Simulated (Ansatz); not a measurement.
System: Be₂F₂ (charge 0, singlet). 
Structure (B3LYP-D3(BJ)/def2-TZVP (Ansatz, a program for electronic structure) minimum search):
SMILES: [F][Be][Be][F]
```xyz
4

F      0.0000     0.0000    -2.3946
Be     0.0000     0.0000    -1.0211
Be     0.0000     0.0000     1.0211
F      0.0000     0.0000     2.3946
```

Total electronic energies in hartree. Correlated levels leave the core frozen unless marked. Spin-orbit coupling is left out. Non-relativistic. CBS(X,Y): correlation extrapolated as X^-3; Hartree-Fock from the larger set.

| level | program | energy (Eh) |
|---|---|---|
| r2SCAN-D3(BJ)/def2-TZVPD | Ansatz + dftd3 | -229.31854 |
| PBE0/6-31G* | Ansatz | -229.08350 |
| PBE0/def2-TZVP | Ansatz | ? |
| BHLYP-D3(BJ)/def2-TZVPD | Ansatz + dftd3 | ? |
| r2SCAN0-D4/def2-TZVPD | Ansatz + dftd4 | -229.29159 |
| HSE06/def2-TZVPD | Ansatz | -229.16757 |
| B2GP-PLYP-D3(BJ)/def2-TZVPD | Ansatz + dftd3 | -229.25011 |
| MP2/STO-3G | Ansatz | -225.21502 |
| CCSD(T)/CBS(def2-TZVPPD,def2-QZVPPD) | Ansatz | -229.1256 |

**Question.** What belongs in the gaps?

**Answer.** 
- PBE0/def2-TZVP, energy (Eh): -229.17593
- BHLYP-D3(BJ)/def2-TZVPD, energy (Eh): -229.35422
